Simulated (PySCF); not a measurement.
**Xe²⁺: excitation energy**

Xe²⁺ [Kr] 4d10 5s2 5p4 (3P) → Xe²⁺ [Kr] 4d10 5s2 5p3 6s1 (5S), as a difference of total energies. All numbers are calculated (PySCF 2.14, scalar relativity by spin-free X2C-1e, in x2c-TZVPPall with one added diffuse shell each of s, p, d, f type (9s7p5d3f, 76 functions)). Correlated levels: valence: [Kr] 4d10 frozen. The calculations carry no spin-orbit coupling.

```json
{"method": "UHF", "excitation energy (cm⁻¹)": "112810"}
{"method": "MP2 (valence)", "excitation energy (cm⁻¹)": "113850"}
{"method": "SCS-MP2 (valence)", "excitation energy (cm⁻¹)": "115470"}
{"method": "CCSD (valence)", "excitation energy (cm⁻¹)": "114710"}
{"method": "CCSD(T) (valence)", "excitation energy (cm⁻¹)": "114620"}
```

The promoted electron is Rydberg-like, and one or two diffuse shells describe it only roughly, which tends to raise the upper state.
